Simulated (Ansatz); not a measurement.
`CC[O][SnH]([CH3])[F]` and `[CH3][SnH]([OH])[F]` differ in one atom or group.

Ansatz, PBE0-D4/def2-TZVP geometries, multiplicity 1. Each molecule was computed in one conformer, which needn't be the lowest.

Elements past krypton have def2 core potentials.

```tsv
property	`CC[O][SnH]([CH3])[F]`
HOMO–LUMO gap (B3LYP/def2-TZVPP) / eV	6.86
HOMO energy (B3LYP/def2-TZVPP) / eV	-7.48
HOMO energy (ωB97M-V/def2-TZVPP) / eV	-10.11
size of the dipole moment (B3LYP/def2-TZVPP) / D	2.33
LUMO energy (PBE/def2-TZVPP) / eV	-1.24
HOMO energy (PBE0/def2-TZVPP) / eV	-7.71
```

Problem. Give the same properties after the change, and the shifts. (An estimate is asked.)

Solution. Ansatz gave: 
```csv
property,`[CH3][SnH]([OH])[F]`,shift
HOMO–LUMO gap (B3LYP/def2-TZVPP) / eV,7.47,0.61
HOMO energy (B3LYP/def2-TZVPP) / eV,-8.26,-0.78
HOMO energy (ωB97M-V/def2-TZVPP) / eV,-10.79,-0.68
size of the dipole moment (B3LYP/def2-TZVPP) / D,2.96,0.63
LUMO energy (PBE/def2-TZVPP) / eV,-1.38,-0.14
HOMO energy (PBE0/def2-TZVPP) / eV,-8.50,-0.79
```

With PBE0 the HOMO falls by 0.79 eV and the LUMO falls by 0.15 eV, so the gap widens by about 0.64 eV. PBE moves the HOMO by -0.78 eV and ωB97M-V by -0.68 eV. Dipoles are sizes alone; their direction can turn.

B3LYP here is the variant with VWN-RPA as its local correlation; programs differ in this.
